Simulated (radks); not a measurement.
Species: Sm III. Configuration: [Xe] 4f5 5d1 (not the ground configuration). All-electron calculation, non-relativistic Kohn-Sham, PBE, spin-polarised, spherical densities, point nucleus; open shells are filled with parallel spins first (spin-orbit coupling, left out, can overturn this in heavy ions); relativity is left out, which matters for an element this heavy. Program: a radial shooting solver on a logarithmic mesh with Libxc functionals.

Unscreened Slater integrals over Kohn-Sham orbitals (eV). They are taken over the spin-up orbitals.

F0(5d,5d): 10.544
F2(5d,5d): 5.4866
F4(5d,5d): 3.6194
F0(5d,4f): 13.491
F2(5d,4f): 3.3999
F4(5d,4f): 1.6639
G1(5d,4f): 1.5804
G3(5d,4f): 1.2861
G5(5d,4f): 0.98139
F0(5d,5p): 12.154
F2(5d,5p): 5.9206
G1(5d,5p): 7.0248
G3(5d,5p): 4.3323
F0(5d,5s): 12.526
G2(5d,5s): 4.7770
F0(4f,4f): 29.137
F2(4f,4f): 13.809
F4(4f,4f): 8.6556
F6(4f,4f): 6.2247
F0(4f,5p): 18.070
F2(4f,5p): 6.1387
G2(4f,5p): 3.0699
G4(4f,5p): 2.3985
F0(4f,5s): 19.692
G3(4f,5s): 3.3548
F0(5p,5p): 14.993
F2(5p,5p): 8.0976
F0(5p,5s): 15.777
G1(5p,5s): 10.818
F0(5s,5s): 16.727

Derived for the open shells (J is the average intra-shell exchange parameter used in DFT+U). 4f: F4/F2 = 0.627, F6/F2 = 0.451, J = (286 F2 + 195 F4 + 250 F6)/6435 = 1.118 eV. 5d: Racah B = F2/49 - 5 F4/441 = 0.07093 eV, C = 35 F4/441 = 0.2873 eV, C/B = 4.05, F4/F2 = 0.660, J = (F2 + F4)/14 = 0.6504 eV.
